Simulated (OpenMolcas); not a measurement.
# neutral boron: the spin-orbit constant, thermal populations, worked from levels

* Program: OpenMolcas 26.06
* Basis: ANO-R2 [4s4p2d1f]
* Scalar Hamiltonian: X2C, finite nucleus
* Active space: 3 electrons in 8 orbitals (2s 2p 3s 3p)
* State averaging: 2S+1 = 4 odd, 1 root (0 in the spin-orbit step); 2S+1 = 2 odd, 3 roots; 2S+1 = 4 even, 3 roots; 2S+1 = 2 even, 5 roots
* Spin-orbit coupling: RASSI with atomic mean-field integrals over the reference wave functions, term energies averaged over their components

Methods: CASSCF; SS-CASPT2, IPEA 0.25 Eh, imaginary shift 0.1 Eh (closed shells correlated: 1s). Measured levels: NIST Handbook of Basic Atomic Spectroscopic Data.

**The spin-orbit constant.** For the Hund term 2P* of p1, E(J) = (A/2) J(J+1) + constant and ζ = 2S·A = A. From J = 1/2 to J = 3/2 the energy changes by 1.5 A.

| Source | E(3/2) - E(1/2) | A | ζ |
| --- | --- | --- | --- |
| CASSCF | 12.6 | 8.4 | 8 |
| SS-CASPT2 | 12.6 | 8.4 | 8 |
| measured | 15.3 | 10.2 | 10 |

All in cm-1. SS-CASPT2 is off by -17.6 % and CASSCF by -17.6 %. Both methods take the spin-orbit matrix elements from the reference wave functions, so the second can move ζ only through the term energies and any multistate remixing.

**Thermal populations.** Z = Σ (2J + 1) exp(-E/kT) with k = 0.695035 cm-1/K, over the levels below. No other level of either list lies under 40000 cm-1, which is above 7 kT at each temperature.

```json
{"Level": "2s2 2p 2P* 1/2", "2J + 1": "2", "SS-CASPT2": "0.0", "measured": "0.0"}
{"Level": "2s2 2p 2P* 3/2", "2J + 1": "4", "SS-CASPT2": "12.6", "measured": "15.3"}
{"Level": "2s 2p2 4P 1/2", "2J + 1": "2", "SS-CASPT2": "27970", "measured": "28870"}
{"Level": "2s 2p2 4P 3/2", "2J + 1": "4", "SS-CASPT2": "27980", "measured": "28875"}
{"Level": "2s 2p2 4P 5/2", "2J + 1": "6", "SS-CASPT2": "27990", "measured": "28881"}
```

```
T (K)  Z, SS-CASPT2  Z, measured levels  Ground level (%), SS-CASPT2  Ground level (%), measured levels
 3000         5.976               5.971                         33.5                               33.5
 5000         5.989               5.985                         33.4                               33.4
 8000         6.069               6.056                         33.0                               33.0
```

At 8000 K, kT = 5560 cm-1, and the computed levels give Z = 2.000 + 3.991 + 0.013 + 0.026 + 0.039 = 6.069.

Active for correlation alone: 3p 3s; no level in the range computed is led by a configuration that fills them, so any true level of that kind is missing. Without dynamic correlation excited terms often stand tens of per cent too high (terms of higher spin than the ground term too low), and those without a measured partner can miss by more than the paired ones (holds for CASSCF). Computed and measured levels are paired by configuration, term and J; levels that our copy of the source lacks, or whose pairing is in doubt (as where it misses far off the trend of its configuration), stay unpaired and out of the deviations. Only configurations of the active space appear.

* marks odd parity.
